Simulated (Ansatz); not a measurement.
Basis-set series for `C=CC(=C)[SiH3]`. Total charge 0; spin multiplicity 1. The geometry is a stationary point of PBE0-D4/def2-TZVP. It is one conformer, not always the lowest.

```xyz
13

C    -0.2357   -0.6805   -1.9136
C     0.5674   -0.7801   -0.8559
C     0.3795   -0.0851    0.4121
C     1.2537   -0.2596    1.4113
Si   -1.0803    1.0605    0.6735
H    -0.0355   -1.2269   -2.8271
H    -1.1207   -0.0514   -1.9081
H     1.4422   -1.4266   -0.9179
H     1.1461    0.2405    2.3674
H     2.1141   -0.9165    1.3007
H    -0.9923    1.6156    2.0486
H    -1.0700    2.1773   -0.3093
H    -2.3686    0.3328    0.5183
```

```
functional       basis  functions  energy (Eh)  HOMO (eV)  LUMO (eV)
   PBE0-D4    def2-SVP        114   -446.16333      -6.99      -0.98
   PBE0-D4  def2-QZVPP        538   -446.45333      -7.05      -1.16
   ωB97M-V    def2-SVP        114   -446.35750      -9.08       1.16
   ωB97M-V  def2-QZVPP        538   -446.65757      -9.15       0.85
```

(1) Give the rows for def2-TZVPP. (Estimate.)

Results:

(1) Computed: 
```csv
functional,basis,functions,energy (Eh),HOMO (eV),LUMO (eV)
PBE0-D4,def2-TZVPP,278,-446.43489,-7.04,-1.12
ωB97M-V,def2-TZVPP,278,-446.64028,-9.15,0.94
```

Positive LUMOs are unbound and depend on the basis.
